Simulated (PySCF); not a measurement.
C₆ coefficients of unlike pairs at M06-2X

Calculated with PySCF 2.14 from the dipole response of each species, C₆(A,B) = (3/π) ∫ α_A(iu) α_B(iu) du, in atomic units, from isotropic polarisabilities. For ions this is the dispersion term alone; charge-induced terms of lower order in 1/R come first.

| species | configuration | basis | relativity | α (bohr³) | C₆ (like pair) |
| --- | --- | --- | --- | --- | --- |
| Sc²⁺ | [Ar] 3d1 (2D) | def2-TZVPPD (6s6p4d2f1g) | none | 4.729 | 13.71 |
| P | [Ne] 3s2 3p3 (4S) | dyall-acv3z (19s12p6d4f) | none | 26.41 | 193.4 |
| Br²⁺ | [Ar] 3d10 4s2 4p3 (4S) | aug-cc-pVTZ-PP with ECP10MDF (6s5p4d2f) | core potential | 8.180 | 37.82 |
| Kr⁺ | [Ar] 3d10 4s2 4p5 (2P) | aug-cc-pwCVDZ-PP with ECP10MDF (6s5p4d1f) | core potential | 10.79 | 66.29 |

Q: Estimate C₆ for P with Sc²⁺.

A: The integral gives 46.45. The combination rule 2 C_A C_B / (C_A α_B/α_A + C_B α_A/α_B) gives 47.68 and the geometric mean 51.49.

No spin-orbit coupling is included.

The other pairs:

| pair | C₆ |
| --- | --- |
| Kr⁺, Sc²⁺ | 29.77 |
| Kr⁺, P | 106.9 |
| Br²⁺, P | 80.95 |
| Br²⁺, Sc²⁺ | 22.45 |
| Kr⁺, Br²⁺ | 50.05 |
